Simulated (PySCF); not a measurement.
The dipole of `CC[Si](C)([SiH3])[SiH3]` from its density and from atomic charges.

Coordinates (GFN2-xTB, Å) and charges (e) from the PBE0/pcSseg-1 density (PySCF):

| atom | x | y | z | Mulliken | IAO | Hirshfeld | ESP-fitted |
| --- | --- | --- | --- | --- | --- | --- | --- |
| C1 | 2.226 | -0.527 | 0.760 | -0.2829 | -0.4086 | -0.1206 | -0.3077 |
| C2 | 1.098 | -1.149 | -0.051 | -0.5375 | -0.5050 | -0.1546 | +0.0498 |
| Si3 | -0.438 | 0.003 | -0.193 | +0.1655 | +0.4858 | +0.2309 | +0.3133 |
| C4 | -1.698 | -0.976 | -1.258 | -0.5827 | -0.6874 | -0.2127 | -0.7438 |
| Si5 | -1.368 | 0.331 | 1.927 | +0.2708 | +0.2720 | +0.2052 | +0.1774 |
| Si6 | 0.158 | 1.929 | -1.375 | +0.2652 | +0.2713 | +0.2039 | +0.1971 |
| H7 | 3.083 | -1.196 | 0.818 | +0.1200 | +0.1417 | +0.0402 | +0.0823 |
| H8 | 2.557 | 0.406 | 0.308 | +0.1215 | +0.1347 | +0.0355 | +0.0666 |
| H9 | 1.895 | -0.314 | 1.775 | +0.1206 | +0.1360 | +0.0351 | +0.0665 |
| H10 | 0.812 | -2.098 | 0.408 | +0.1432 | +0.1420 | +0.0368 | +0.0113 |
| H11 | 1.472 | -1.394 | -1.048 | +0.1439 | +0.1425 | +0.0370 | +0.0065 |
| H12 | -1.295 | -1.217 | -2.238 | +0.1421 | +0.1539 | +0.0411 | +0.1789 |
| H13 | -1.990 | -1.911 | -0.787 | +0.1428 | +0.1542 | +0.0409 | +0.1762 |
| H14 | -2.601 | -0.393 | -1.412 | +0.1403 | +0.1521 | +0.0373 | +0.1950 |
| H15 | -0.374 | 0.729 | 2.930 | -0.0647 | -0.1000 | -0.0763 | -0.0831 |
| H16 | -2.366 | 1.405 | 1.902 | -0.0618 | -0.0984 | -0.0785 | -0.0839 |
| H17 | -2.050 | -0.841 | 2.486 | -0.0611 | -0.0944 | -0.0732 | -0.0597 |
| H18 | 0.686 | 1.682 | -2.722 | -0.0604 | -0.0945 | -0.0732 | -0.0659 |
| H19 | 1.181 | 2.719 | -0.682 | -0.0643 | -0.1004 | -0.0777 | -0.0917 |
| H20 | -0.993 | 2.821 | -1.550 | -0.0605 | -0.0975 | -0.0778 | -0.0847 |

Question: What dipole does each set of charges give (1 e·Å = 4.803 D), and what does the density give?

Answer: The full density gives (0.22, -1.01, -0.38) D, 1.10 D in size; dipole vectors point from the negative to the positive end.

```json
{"scheme": "Mulliken", "μx": "0.05", "μy": "1.31", "μz": "0.68", "size (D)": "1.48", "share of the full size (%)": "135", "angle to the full dipole (°)": "165"}
{"scheme": "IAO", "μx": "0.00", "μy": "0.23", "μz": "0.13", "size (D)": "0.26", "share of the full size (%)": "24", "angle to the full dipole (°)": "165"}
{"scheme": "Hirshfeld", "μx": "0.03", "μy": "-0.31", "μz": "-0.11", "size (D)": "0.33", "share of the full size (%)": "30", "angle to the full dipole (°)": "6"}
{"scheme": "ESP-fitted", "μx": "0.22", "μy": "-1.02", "μz": "-0.38", "size (D)": "1.11", "share of the full size (%)": "101", "angle to the full dipole (°)": "0"}
```

Question: Which set comes closest?

Answer: Length of the difference vector: ESP-fitted 0.01 D, Hirshfeld 0.78 D, IAO 1.35 D, Mulliken 2.56 D. Closest: ESP-fitted. ESP charges are fitted to the potential around the molecule, whose slowest-falling term is the dipole's. 

Question: What is left for the Hirshfeld atoms' own dipoles?

Answer: The shares of the density sum to the whole, so what Σ q r misses lies in dipoles about the nuclei. The atomic dipoles sum to (0.22, -1.01, -0.38) − (0.03, -0.31, -0.11) = (0.19, -0.70, -0.27) D, 0.78 D in size.

Question: With the origin at the mean of the coordinates, (0.000, 0.001, 0.000) Å, which are the largest single terms, by size, of the IAO dipole along the direction of the full one?

Answer: C4 -3.25, C2 -3.14, Si6 -1.65, Si5 -1.62, H10 +1.33 D; all 20 atoms together -0.25 D. The single terms depend on the origin, their sum doesn't.

Question: Give the size of the full dipole in other units.

Answer: 1.10 D = 0.432 au = 0.229 e·Å = 3.66 × 10⁻³⁰ C·m.

Geometry: GFN2-xTB, one conformer, isolated molecule. GFN2-xTB frequencies show an imaginary mode (22i cm⁻¹), so this geometry is no minimum at that level.

Shape of the structure used: `[CH3:1][CH2:2][Si:3]([CH3:4])([SiH3:5])[SiH3:6]`: C1–C2–Si3–C4 179°.
